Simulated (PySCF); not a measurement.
## Static response to an electric field

C₇H₆NO₂ (charge -1).
Cartesian coordinates in Å at the GFN2-xTB level; atoms count from 1:
```
atom  x, y, z in Å
C1    -1.0265   -1.1675   -0.6791
C2    -0.3900    0.0021    0.0680
C3    -0.9040    0.1199    1.5008
C4     1.0191   -0.0507    0.0167
C5     2.2344   -0.0098   -0.0838
C6     3.5786   -0.0401   -0.1507
N7     4.7356   -0.0897   -0.1950
C8    -0.7835    1.4407   -0.7538
O9    -0.9906    1.2681   -1.9413
O10   -0.8071    2.4145   -0.0228
H11   -2.1104   -1.0632   -0.6661
H12   -0.7564   -2.1218   -0.2202
H13   -0.6984   -1.1626   -1.7160
H14   -1.9930    0.1438    1.4975
H15   -0.5710   -0.7223    2.1121
H16   -0.5445    1.0476    1.9404
```

Level: PBE0/def2-SVPD (PySCF), static field, nuclei fixed, core orbitals frozen in the response. The polarisability tensor in these axes (au):

```
x   164.43 -10.24   1.54
y   -10.24  90.50  -1.87
z     1.54  -1.87  87.21
```

Q: What are the eigenvalues, a third of the trace, and Δα (Δα² = ½Σ(αi − αj)² over the three pairs)?

A: Principal values 86.23, 90.05 and 165.86 au; mean 114.05 au = 16.90 Å³ = 18.80 × 10⁻⁴⁰ C²·m²/J; Δα = 77.79 au (68 % of the mean).

Q: Directions of the eigenvectors, and the extent of the frame along each?

A: Largest value along (0.99, -0.14, 0.02), where the nuclei span 6.66 Å; middle along (0.13, 0.86, -0.50), 3.79 Å; least along (0.05, 0.49, 0.87), 4.27 Å. The strongest response lies along the longest span, while the other two are in reverse order.

Q: In TDDFT the mean static polarisability is Σ f/ω² over all singlet excitations (ω in hartree). How much of it do the 6 lowest give? Their energies (eV) and oscillator strengths: 3.65, 0.0001; 4.18, 0.1723; 4.45, 0.0008; 4.51, 0.0009; 4.88, 0.0012; 4.96, 0.0230.

A: They add up to 8.10 au, 7.1 % of the 114.05 au; the largest single term is 7.30 au, from the state at 4.18 eV. Terms in order: 0.01, 7.30, 0.03, 0.03, 0.04, 0.69 au. Higher excitations give the rest. The strengths listed sum to 0.198.

Q: What depolarisation ratio follows for Rayleigh scattering of linearly polarised light, taking the static tensor?

A: ρ = 3Δα²/(45ᾱ² + 4Δα²) = 18152.5/(585289 + 24203.3) = 0.0298.

Q: Give the eigenvalues of the traceless quadrupole moment Θ = ½Σq(3rr − r²1), origin at the centre of nuclear charge.

A: -35.03, 16.32, 18.71 D·Å. The values depend on the origin, since the species is charged. The electronic extent ⟨r²⟩ about the same centre is 1724 bohr², a root-mean-square distance of 2.59 Å for the 72 electrons.

Geometry: GFN2-xTB, one conformer, isolated ion.

The run behind these numbers computed excited states as well. On Arm Neoverse V1, one thread, on a shared host, this took 60 s and 1.1 GiB of memory at its peak.
